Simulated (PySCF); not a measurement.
chloro(silyl)silane (ClH₅Si₂), SMILES Cl[SiH2][SiH3]. Atoms are numbered in the order given.

```xyz
8

Si     1.8224    -0.2149     0.3586
Si    -0.4923    -0.5956     0.4274
Cl    -1.3928     0.8310    -0.8088
H      2.5350    -1.1960     1.2304
H      2.3036    -0.3623    -1.0450
H      2.1075     1.1681     0.8372
H     -1.0413    -0.4397     1.8036
H     -0.8488    -1.9502    -0.0802
```
Charge 0, spin multiplicity 1.

The structure is a stationary point at B3LYP-D3(BJ)/def2-SVP.

The numbers are results of PySCF with B3LYP/pcJ-1, not measurements.

Isotropic couplings with Fermi-contact, spin-dipole and both spin-orbit terms, one fixed conformer, no vibrational averaging. Isotopes: 1H, 29Si.

```
pair     bonds apart      J (Hz)
-------  -----------  ----------
Si1–Si2            1        85.2
Si1–H4             1      -208.8
Si1–H5             1      -219.3
Si1–H6             1      -219.4
Si2–H7             1      -237.8
Si2–H8             1      -237.7
Si1–H7             2       -15.8
Si1–H8             2       -15.8
Si2–H4             2  (withheld)
Si2–H5             2  (withheld)
Si2–H6             2  (withheld)
H4–H5              2  (withheld)
H4–H6              2  (withheld)
H5–H6              2  (withheld)
H7–H8              2  (withheld)
H4–H7              3        -1.4
H4–H8              3        -1.3
H5–H7              3        11.9
H5–H8              3        -1.3
H6–H7              3        -1.3
H6–H8              3        11.8
```

Problem. Fill in the missing entries. (Estimate from the structure and the level; the computed values follow.)

Solution. 
- Si2–H4, J (Hz): -18.3
- Si2–H5, J (Hz): -6.1
- Si2–H6, J (Hz): -6.0
- H4–H5, J (Hz): 1.5
- H4–H6, J (Hz): 1.5
- H5–H6, J (Hz): 1.4
- H7–H8, J (Hz): 10.3
